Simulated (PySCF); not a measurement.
## Spinor energies of Tl⁷⁶⁺ (thallium, charge +76)

Start: [He] 2s2 2p1; 2p1/2 filled at m_j = +1/2. Calculated with PySCF 2.14 in an uncontracted even-tempered set (16 s from 67 bohr⁻², ratio 2.4; 13 p from 87 bohr⁻², ratio 2.4; 5 d from 280 bohr⁻², ratio 2.6; 4 f from 420 bohr⁻², ratio 2.6): generalised Hartree-Fock with the X2C-1e Hamiltonian and a Gaussian nucleus; one run each with spin-orbit coupling (SO) switched off, then screened by Boettger's factors.

```
spinor shell  electrons  ε, spin-free (eV)  ε, screened SO (eV)  weight of nominal j (screened SO)  rms radius, screened SO (bohr)
       1s1/2          2           -95460.0             -95406.7                              1.000                          0.0183
       2s1/2          2           -23533.7             -23517.2                              1.000                          0.0715
       2p1/2          1           -21662.3             -23285.0                              1.000                          0.0599
```

```
   quantity    spin-free  screened SO
E (hartree)  -9761.77508  -9821.40130
        M_J          1/2          1/2
       ⟨J²⟩        0.750        0.750
       ⟨L²⟩        2.000        2.000
       ⟨S²⟩        0.750        0.750
```

Each row is a mean over spinors that exchange with the open shell spreads, by up to 23.215 eV (2s1/2).

Breit and QED terms are absent; they matter most for the inner s and p1/2 levels.

Densities and radii are taken from the X2C orbitals without a picture-change correction, which distorts them close to the nucleus.

Without spin-orbit coupling the j labels of p, d and f shells carry no meaning; the spin-free column gives the mean over the occupied spinors of each nl shell.
